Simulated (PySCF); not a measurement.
## Bonding in 3-methylthioanisole

Species: 3-methylthioanisole, C8H10S.
Atom-mapped SMILES: `[CH3:1][S:2][c:3]1[cH:4][cH:5][cH:6][c:7]([CH3:8])[cH:9]1` (hydrogens: H10, H11, H12 on C1; H13 on C4; H14 on C5; H15 on C6; H16, H17, H18 on C8; H19 on C9)

Structure used (GFN2-xTB), in Å, numbered top down from 1:
```
atom  x, y, z in Å
C1     3.486   -0.660   -0.547
S2     2.000   -1.630   -0.163
C3     0.698   -0.432   -0.137
C4     0.887    0.928   -0.325
C5    -0.210    1.774   -0.283
C6    -1.478    1.279   -0.054
C7    -1.676   -0.086    0.141
C8    -3.050   -0.622    0.409
C9    -0.581   -0.930    0.095
H10    3.678    0.058    0.245
H11    3.369   -0.168   -1.508
H12    4.298   -1.378   -0.597
H13    1.867    1.340   -0.502
H14   -0.063    2.834   -0.430
H15   -2.323    1.951   -0.025
H16   -3.755   -0.259   -0.337
H17   -3.053   -1.708    0.397
H18   -3.397   -0.286    1.386
H19   -0.705   -1.993    0.241
```

Bond orders from the PBE0/pcSseg-1 density (PySCF). The structure is a single GFN2-xTB conformer in the gas phase; no vibrational or solvent corrections.

(1) Where do the orders between heavy atoms depart from those drawn in the SMILES?

(2) Give the Mayer order of every bond, beside its length.

Results:

(1) The largest departure is 0.152, at C3–C4 (drawn aromatic, 1.348) and C9–C3 (drawn aromatic, 1.351), counting aromatic bonds as 1.5. The bonds drawn aromatic range from 1.35 to 1.46.

(2) 
```
  bond  drawn as  length (Å)  Mayer order
 C1–S2    single       1.816        1.013
 S2–C3    single       1.769        1.079
 C3–C4  aromatic       1.386        1.348
 C4–C5  aromatic       1.385        1.435
 C5–C6  aromatic       1.381        1.458
 C6–C7  aromatic       1.393        1.380
 C7–C8    single       1.498        1.067
 C7–C9  aromatic       1.383        1.439
 C9–C3  aromatic       1.392        1.351
C1–H10    single       1.086        0.941
C1–H11    single       1.086        0.942
C1–H12    single       1.086        0.955
C4–H13    single       1.078        0.966
C5–H14    single       1.080        0.957
C6–H15    single       1.080        0.975
C8–H16    single       1.089        0.952
C8–H17    single       1.087        0.959
C8–H18    single       1.090        0.948
C9–H19    single       1.080        0.959
```

Bonds between the same two heavy elements. C–S: lowest C1–S2 (1.013, 1.816 Å), highest S2–C3 (1.079, 1.769 Å). C–C: lowest C7–C8 (1.067, 1.498 Å), highest C5–C6 (1.458, 1.381 Å); in 1 of the 21 pairs the longer bond (by over 0.003 Å) has the higher order (by 0.02 or more).

Task: Sum the orders of all bonds at each heavy atom with more than one neighbour and set the sums beside the valence in the SMILES.

Result: C1 3.851 (drawn 4), S2 2.092 (drawn 2), C3 3.778 (drawn 4), C4 3.749 (drawn 4), C5 3.850 (drawn 4), C6 3.813 (drawn 4), C7 3.886 (drawn 4), C8 3.926 (drawn 4), C9 3.749 (drawn 4). Orders between atoms that aren't bonded are not in these sums.

The Mayer order sums products of elements of PS (density times overlap matrix) between the two atoms' basis functions, so it depends on the basis set.

These values come from a run that also computed NMR shieldings. Time: 37 s. Hardware: an Arm Neoverse V1 with one thread, no GPU, on a shared host.
